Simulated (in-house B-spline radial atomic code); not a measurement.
# Ionising Ga⁸⁺ with different functionals

Computed with a radial B-spline atomic code at the basis-set limit: four-component Dirac-Coulomb Hamiltonian, Fermi nucleus of rms radius 3.9973 fm, spin-restricted, spherical fractional occupations for the functionals, and exact exchange of hybrids averaged over the configuration. The ionisation energy is the difference of two self-consistent energies, [Ar] 3d5 → [Ar] 3d4, without Breit or QED terms; ε is the level of the shell that loses the electron (mean over j). The electron is taken from both j subshells in proportion to 2j + 1, so the result is a j average, not the step between ground levels.

| method | rung | ΔSCF (eV) | -ε(3d) (eV) |
| --- | --- | --- | --- |
| B3LYP | global hybrid | 207.91 | 195.02 |
| BHandHLYP | global hybrid | 207.65 | 200.51 |
| B97-1 | global hybrid | ? | ? |
| LC-wPBE | range-separated hybrid | ? | ? |

Q: What does B97-1 give?

A: ΔSCF 207.80 eV, and -ε(3d) = 195.11 eV.

Q: What does LC-wPBE give?

A: ΔSCF 207.78 eV, and -ε(3d) = 196.92 eV.

Q: Among the functionals, which spreads more, the ΔSCF values or the orbital energies?

A: The orbital energies: ΔSCF values span about 0.26 eV and the orbital energies 5.49 eV; here energy differences depend much less on the functional than eigenvalues do.

Q: How do they compare with the NIST value?

A: NIST lists 211 eV ± 2.2 (tabulated theory, ground level to ground level). Errors run from -3.35 to -3.09 eV; all lie within about twice that uncertainty, so the table can't rank the methods.
